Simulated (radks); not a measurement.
The numbers below are computed, except where a source is named.
Task: The arsenic ion As3+, [Ar] 3d10 4s2. Code: a radial shooting solver on a logarithmic mesh with Libxc functionals. Model: non-relativistic Kohn-Sham, LDA (Slater exchange, Perdew-Wang correlation), spin-polarised, spherical densities, point nucleus. Every spin shell is full or empty, so the densities are truly spherical. Functionals are evaluated on that one density, not self-consistently. Rank these orbital-free kinetic functionals by their error against the exact value of the orbitals, and give that value: Thomas-Fermi, LC94, APBEK, Thakkar, Pearson, LKT, PG1, DePristo-Kress.

Result: Exact: 2228.47 hartree. From best to worst, with 100 (|E| - |E exact|)/|E exact| (equal figures are ties): LC94 -0.04, APBEK +0.05, DePristo-Kress -0.14, Thakkar -0.52, Pearson -1.18, Thomas-Fermi -6.11, PG1 +17.81, LKT +22.52.
